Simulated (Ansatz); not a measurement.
Total energies of C2H4OSi, SMILES `O[SiH]1C=C1`.

```xyz
8

O     0.738    0.531    1.778
Si   -0.348   -0.025    0.682
C     0.065   -0.828   -0.864
C    -0.390    0.426   -1.050
H     1.598    0.793    1.443
H    -1.542   -0.339    1.484
H     0.418   -1.599   -1.541
H    -0.539    1.040   -1.932
```

Charge 0, multiplicity 1. The structure was optimised at the PBE0-D4/def2-TZVP level. It is one conformer, not always the lowest. Basis def2-TZVPP, the Gaussian-basis code of Ansatz.

RPA on PBE orbitals: Hartree–Fock energy of these orbitals -441.87120 Eh, correlation -1.08130 Eh (frozen core).

| functional | energy without D4 (Eh) | D4 term (kJ/mol) |
| --- | --- | --- |
| LDA (SPW92) | -440.95635 | – |
| PBE | -443.05042 | -14.3 |
| revPBE | -443.27744 | -44.9 |
| r2SCAN | -443.27549 | -3.3 |
| B97M-V | -443.29468 | – |
| PBE0 | -443.08644 | -12.0 |
| B3LYP | -443.40890 | -23.3 |
| r2SCAN0 | -443.25149 | -3.9 |
| HSE06 (plane-wave form) | -443.07197 | -11.1 |
| BHLYP | -443.30013 | -17.6 |
| ωB97X-V | -443.29024 | – |
| ωB97M-V | -443.31054 | – |
| B2PLYP | -443.14753 | – |
| PBE-QIDH | -442.97869 | – |

(1) Give the same for BLYP, r2SCANh, CAM-B3LYP, LC-ωPBE. (An estimate is asked.)

B3LYP takes the VWN-RPA correlation (the form of Gaussian; ORCA's B3LYP/G). HSE06 is the plane-wave form, built on full-range PBE exchange. The double hybrids freeze the cores in their second-order part.

Answers

(1) Ansatz gave: 
```tsv
functional	energy without D4 (Eh)	D4 term (kJ/mol)
BLYP	-443.33581	-32.1
r2SCANh	-443.26554	-3.5
CAM-B3LYP	-443.32278	-12.1
LC-ωPBE	-443.19182	–
```

LC-ωPBE has ω = 0.4 bohr⁻¹.
